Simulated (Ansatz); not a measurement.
Coupled-cluster run, CH6AlBSSe, SMILES `C[Se][AlH][BH]S`.

```yaml
crystal:
  periodic: [false, false, false]
  atoms:
    - {symbol: C, position_ang: [-1.883579, -0.080272, 0.572898]}
    - {symbol: Se, position_ang: [-0.626117, -0.867830, 1.857542]}
    - {symbol: Al, position_ang: [1.417626, -0.234932, 0.986391]}
    - {symbol: B, position_ang: [1.500816, 0.779555, -0.866749]}
    - {symbol: S, position_ang: [0.939900, 0.097731, -2.396717]}
    - {symbol: H, position_ang: [-2.590191, -0.854902, 0.282001]}
    - {symbol: H, position_ang: [-2.411173, 0.734852, 1.063188]}
    - {symbol: H, position_ang: [-1.363092, 0.291791, -0.306813]}
    - {symbol: H, position_ang: [2.657764, -0.697391, 1.861658]}
    - {symbol: H, position_ang: [1.939238, 1.882424, -1.026603]}
    - {symbol: H, position_ang: [0.484209, -1.108125, -2.005995]}
basis:
  gaussian: {orbitals: def2-TZVPP}
correlation: {method: ccsd_t}
```

```sh
$ ansatz run in.yaml --threads 4 --pin off --events-out ev --progress --plain --max-ram 10444MiB
```

Output of Ansatz, abridged:

```
Functional definition: HF
1657 factors; integrals over basis functions are off by at most 1.0e-3 eV
mean field evaluation 1: about -84500.3784 eV, gradient 2.4e1 eV
mean field evaluation 2: about -84500.6360 eV, gradient 2.4e1 eV
mean field evaluation 4: about -84502.9374 eV, gradient 3.6e0 eV
mean field evaluation 8: about -84502.9953 eV, gradient 2.4e-1 eV
mean field -84502.99569741 eV, -3105.4278136923 hartree, gradient 3.5e-6 eV, S^2 0.000000; 0 other end points of the search recorded, 0 dependent functions left out
21 core orbitals not correlated: weight in the atoms' cores, before any rotation towards them, 1.000 or more for the frozen orbitals, at most 0.000 for the correlated occupied ones
reference -84502.99569741 eV, -3105.4278136923 hartree; 19, 19 occupied and 238, 238 virtual orbitals, 1657 factors
second order -21.84762342 eV of doubles, -0.00000000 eV of singles
cycle   1  -22.65684560 eV  change   -8.1e-1 eV  update   1.1e-1
cycle   2  -23.29789993 eV  change   -6.4e-1 eV  update   3.3e-2
cycle   3  -23.40021008 eV  change   -1.0e-1 eV  update   1.8e-2
cycle   4  -23.38433430 eV  change    1.6e-2 eV  update   6.1e-3
cycle   5  -23.38426089 eV  change    7.3e-5 eV  update   3.2e-3
cycle   6  -23.38421646 eV  change    4.4e-5 eV  update   1.1e-3
cycle   7  -23.38384379 eV  change    3.7e-4 eV  update   3.7e-4
cycle   8  -23.38397214 eV  change   -1.3e-4 eV  update   1.3e-4
cycle   9  -23.38401692 eV  change   -4.5e-5 eV  update   4.5e-5
perturbative correction -1.00100437 eV, -0.0367862322 hartree
Total energy: -84527.38071871 eV, -3106.3239466962 hartree
```

Hardware: 4 threads of an Intel Xeon Platinum 8488C on a shared host. Wall time 3.7 min, peak host memory 7.4 GiB.

MP2 recovers 89.6 % of the CCSD(T) correlation energy and the triples give 4.1 %; T1 = 0.0129.
